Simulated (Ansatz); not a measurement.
A structure relaxed at r2SCAN-D4/def2-TZVP in Ansatz, charge 0, singlet:

Cartesian coordinates in Å:
```
Be -0.4232 1.5983 0.1181
Be -0.3736 -1.6144 0.0416
Se 0.6416 -0.0170 1.1311
Se 0.1552 0.0332 -1.2908
```

Give its formula and point group.

the cluster Be2Se2. Point group C2v (tolerance 0.1 Å).

Summarise the bond lengths by kind (pairs closer than 1.2 times the sum of covalent radii, bridged metal pairs left out).

4 × Be–Se 2.18 Å; 1 × Se–Se 2.47 Å.

The restricted singlet is unstable towards broken spin symmetry in Hartree–Fock (as tested in another run); at r2SCAN-D4/def2-TZVP this wasn't settled. Another isomer (singlet) lies 4.41 eV lower at PBE0-D4/def2-TZVP; other spin states weren't run for this one.
